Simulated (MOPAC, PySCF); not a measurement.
CH5B, SMILES `CB`, neutral singlet in the gas phase. 

Cartesian coordinates (Å):
SMILES: BC
```xyz
7

B      0.8796     0.0508    -0.0468
C     -0.6692    -0.0339    -0.0382
H      1.4375     1.1040     0.0314
H      1.5473    -0.9392    -0.0690
H     -1.0850    -0.9280    -0.5055
H     -0.9268    -0.1095     1.0330
H     -1.1834     0.8557    -0.4049
```
Charge 0, spin multiplicity 1.

All levels are single points at this geometry (B3LYP-D3(BJ)/def2-TZVP); Pople sets use spherical d functions. Orbital energies aren't observables, and empty levels follow the basis.

M06-2X/6-31G* in PySCF gives HOMO (eV) = -10.24.

Task: Estimate the HOMO (eV) from each of these levels: B3LYP-D3(BJ)/def2-TZVP in PySCF; B3LYP/3-21G in PySCF; PBE/6-31G* in PySCF; PM6 in MOPAC; PM7 in MOPAC.

Result: 
```json
[
 {"level": "B3LYP-D3(BJ)/def2-TZVP in PySCF", "HOMO (eV)": "-8.84"},
 {"level": "B3LYP/3-21G in PySCF", "HOMO (eV)": "-8.71"},
 {"level": "PBE/6-31G* in PySCF", "HOMO (eV)": "-7.38"},
 {"level": "PM6 in MOPAC", "HOMO (eV)": "-10.77"},
 {"level": "PM7 in MOPAC", "HOMO (eV)": "-11.17"}
]
```
